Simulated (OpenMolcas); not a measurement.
3d³ along the 21-electron sequence

```yaml
Program: OpenMolcas
Method: CASSCF
Basis: ANO-RCC-VTZP
Scalar_Hamiltonian: DKH2, point nucleus
Spin-orbit_coupling: state interaction with AMFI integrals over the reference wave functions, term energies averaged over their components
```

Active space for each ion: 3 electrons in 5 orbitals (3d).

Computed levels in cm-1 above ⁴F_3/2:

```json
{"Level": "⁴F_5/2", "V2+": "153", "Cr3+": "245", "Mn4+": "371", "Fe5+": "539", "Ni7+": "978"}
{"Level": "⁴F_7/2", "V2+": "365", "Cr3+": "580", "Mn4+": "877", "Fe5+": "1268", "Ni7+": "2277"}
{"Level": "⁴F_9/2", "V2+": "631", "Cr3+": "1000", "Mn4+": "1504", "Fe5+": "2163", "Ni7+": "3841"}
{"Level": "⁴P_1/2", "V2+": "14866", "Cr3+": "17843", "Mn4+": "20470", "Fe5+": "23249", "Ni7+": "28222"}
{"Level": "⁴P_3/2", "V2+": "14940", "Cr3+": "17953", "Mn4+": "20621", "Fe5+": "23445", "Ni7+": "28478"}
{"Level": "²G_7/2", "V2+": "15007", "Cr3+": "18172", "Mn4+": "20933", "Fe5+": "23904", "Ni7+": "29285"}
{"Level": "⁴P_5/2", "V2+": "15112", "Cr3+": "18235", "Mn4+": "21064", "Fe5+": "24113", "Ni7+": "29785"}
{"Level": "²G_9/2", "V2+": "15232", "Cr3+": "18523", "Mn4+": "21447", "Fe5+": "24623", "Ni7+": "30466"}
{"Level": "²P_1/2", "V2+": "19826", "Cr3+": "23973", "Mn4+": "27591", "Fe5+": "31468", "Ni7+": "38491"}
{"Level": "weight of ⁴F in the lowest level (%)", "V2+": "100", "Cr3+": "100", "Mn4+": "100", "Fe5+": "100", "Ni7+": "100"}
```

Measured, with the error of the calculation in %. Measured levels: V2+ from Sugar and Corliss, J. Phys. Chem. Ref. Data 7, 1191 (1978); Cr3+ from Sugar and Corliss, J. Phys. Chem. Ref. Data 6, 317 (1977); Mn4+ from Corliss and Sugar, J. Phys. Chem. Ref. Data 6, 1253 (1977); Fe5+ from Corliss and Sugar, J. Phys. Chem. Ref. Data 11, 135 (1982); Ni7+ from Corliss and Sugar, J. Phys. Chem. Ref. Data 10, 197 (1981).

```csv
Level,V2+,Cr3+,Mn4+,Fe5+,Ni7+
⁴F_5/2,146 (+5.4),236 (+3.8),359 (+3.4),511 (+5.4),1012 (-3.4)
⁴F_7/2,342 (+6.8),556 (+4.4),835 (+5.0),1188 (+6.7),2184 (+4.3)
⁴F_9/2,584 (+8.1),946 (+5.8),1412 (+6.5),2001 (+8.1),3721 (+3.2)
⁴P_1/2,11514 (+29.1),14059 (+26.9),16434 (+24.6),18738 (+24.1),23261 (+21.3)
⁴P_3/2,11592 (+28.9),14177 (+26.6),16595 (+24.3),18942 (+23.8),23710 (+20.1)
²G_7/2,11966 (+25.4),15052 (+20.7),17892 (+17.0),20616 (+15.9),
⁴P_5/2,11770 (+28.4),14471 (+26.0),17049 (+23.6),19611 (+23.0),24669 (+20.7)
²G_9/2,12187 (+25.0),15402 (+20.3),18399 (+16.6),21315 (+15.5),
²P_1/2,15580 (+27.3),19519 (+22.8),23082 (+19.5),26496 (+18.8),
```

The fine-structure level ⁴F_9/2 changes by a factor of 6.09 from V2+ to Ni7+. Its fourth root runs 5.01, 5.62, 6.23, 6.82, 7.87, with steps per unit of Z of 0.61, 0.60, 0.59, 0.53; equal steps would mean a (Z - σ)^4 law with constant σ.

⁴P_1/2 changes by a factor of 1.9 over the same range, with steps per unit of Z of +2980, +2630, +2780, +2490 cm-1.

Without dynamic correlation excited terms often stand tens of per cent too high (terms of higher spin than the ground term too low), and those without a measured partner can miss by more than the paired ones. Measured partners are found by configuration, term and J. A level has none where our copy of the source lacks it or the pairing is in doubt (some pairs that miss far off the trend of their configuration count as doubtful), and it then counts in no deviation. Levels of configurations outside the active space are missing.
